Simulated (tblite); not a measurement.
Compound: C₃H₇ClF₄Si₂.
Numbering: `[F:1][C@@H:2]([SiH3:3])[Si@H:4]([Cl:5])[CH2:6][C:7]([F:8])([F:9])[F:10]` (hydrogens: H11 on C2; H12, H13, H14 on Si3; H15 on Si4; H16, H17 on C6)

A start from a force field or distance geometry was refined with GFN2-xTB geometry optimisation, gas phase in tblite 0.8.0. Values at the start:

```csv
coordinate,start
F1–C2,1.388 Å
C2–Si3,1.840 Å
C2–Si4,1.824 Å
C2–H11,1.130 Å
Si3–H12,1.481 Å
Si4–Cl5,2.065 Å
Si4–C6,1.851 Å
Si4–H15,1.493 Å
C6–C7,1.529 Å
C6–H16,1.125 Å
C6–H17,1.110 Å
C7–F8,1.385 Å
F1–C2–Si3,107.7°
F1–C2–Si4,109.9°
C2–Si4–Cl5,109.8°
C2–Si4–C6,116.0°
Si3–C2–Si4,116.5°
Si4–C6–C7,105.5°
C6–C7–F8,111.2°
C6–C7–F9,109.1°
```

Task: How do these coordinates change at the GFN2-xTB level?

Result: 
| coordinate | GFN2-xTB (Å or °) | change |
| --- | --- | --- |
| C2–Si4 | 1.919 | +0.095 |
| C2–Si3 | 1.928 | +0.088 |
| Si4–C6 | 1.918 | +0.067 |
| Si4–Cl5 | 2.000 | -0.065 |
| C7–F8 | 1.342 | -0.043 |
| C6–H16 | 1.089 | -0.036 |
| C2–H11 | 1.096 | -0.034 |
| Si4–H15 | 1.460 | -0.033 |
| C6–C7 | 1.497 | -0.032 |
| C6–H17 | 1.089 | -0.021 |
| Si3–H12 | 1.465 | -0.016 |
| F1–C2 | 1.401 | +0.013 |
| C2–Si4–C6 | 106.1 | -9.9 |
| Si4–C6–C7 | 110.5 | +5.0 |
| F1–C2–Si4 | 106.6 | -3.3 |
| C6–C7–F9 | 112.3 | +3.2 |
| Si3–C2–Si4 | 118.9 | +2.4 |
| C6–C7–F8 | 113.0 | +1.8 |
| F1–C2–Si3 | 107.1 | -0.6 |
| C2–Si4–Cl5 | 110.3 | +0.5 |

The energy falls by 0.953 eV over 218 L-BFGS steps, the largest force on an atom goes from 3.24 to 0.008 eV/Å, and the atoms move by 0.924 Å rms after alignment. The bond that changes most is C2–Si4 (sp3 C–F carbon to chlorine-bound silicon), which lengthens by 0.095 Å. Bonds longer at the end by more than 0.005 Å: 4 of 16; shorter: 12. Among the dihedrals that turn most is Cl5–Si4–C6–H16, from 127° to -162°. Rotational constants go from 1306, 555.6, 459.4 to 1282, 436.1, 399.7 MHz.

Hardware: Arm Neoverse V1, one thread, shared host with 32 logical CPUs at a one-minute load of 6.6. Cost: 2.2 s wall.

Its GFN2-xTB frequencies are all real (lowest 16 cm⁻¹). The numbers are those of one conformer.

All values are computed, not measured.
